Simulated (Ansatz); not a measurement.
Geometry optimisation, RKS CAM-B3LYP/STO-3G (Ansatz).

The input (input.yaml):

```yaml
crystal:
  periodic: [false, false, false]
  atoms:
    - { symbol: Al, position_ang: [0.0, 0.0, 0.0] }
    - { symbol: "N", position_ang: [0.0, 0.0, 1.92] }
    - { symbol: H, position_ang: [-0.877, -0.2713, 2.45] }
    - { symbol: H, position_ang: [0.877, 0.2713, 2.45] }
    - { symbol: O, position_ang: [1.5415, 0.0, -0.89] }
    - { symbol: H, position_ang: [1.8414, -0.9519, -1.0449] }
    - { symbol: Cl, position_ang: [-1.9312, 0.0, -1.115] }
basis:
  gaussian: { orbitals: STO-3G }
hamiltonian:
  xc: cam_b3lyp
relax:
  f_tol: 0.02
  max_steps: 40
```

Launched with:

```bash
$ ansatz run input.yaml --threads 1 --pin off --max-ram 2048MiB --backend cpu --events-out ev --progress --plain --runs-dir out
```

Problem. Where does it end, and by what steps?

Solution. The forces met the threshold. Limits of this set-up: minimal basis. After 11 steps the energy has fallen by 1.330 eV; H6 moved furthest, 0.78 Å.

| step | energy less start (eV) | largest force component (eV/Å) | accepted |
| --- | --- | --- | --- |
| 0 | 0.0000 | 4.605 | yes |
| 1 | -0.9846 | 1.530 | yes |
| 2 | -1.0872 | 0.610 | yes |
| 3 | -1.1141 | 0.577 | yes |
| 4 | -1.1187 | 1.917 | yes |
| 5 | -1.2483 | 0.605 | yes |
| 6 | -1.3155 | 0.383 | yes |
| 7 | -1.3023 | 0.289 | no |
| 8 | -1.3072 | 1.347 | no |
| 9 | -1.3270 | 0.108 | yes |
| 10 | -1.3294 | 0.035 | yes |
| 11 | -1.3295 | 0.005 | yes |

```xyz
7
Properties=species:S:1:pos:R:3
Al 0.116 -0.182 0.158
N -0.033 0.044 1.848
H -0.922 0.146 2.360
H 0.760 0.098 2.505
O 1.639 -0.334 -0.550
H 1.501 -0.459 -1.547
Cl -1.609 -0.265 -1.004
```

Whether the end is a true minimum wasn't checked by a vibrational analysis.

The run took 25 s on 1 thread of Arm Neoverse V1, on a shared host, peak memory 0.14 GiB.
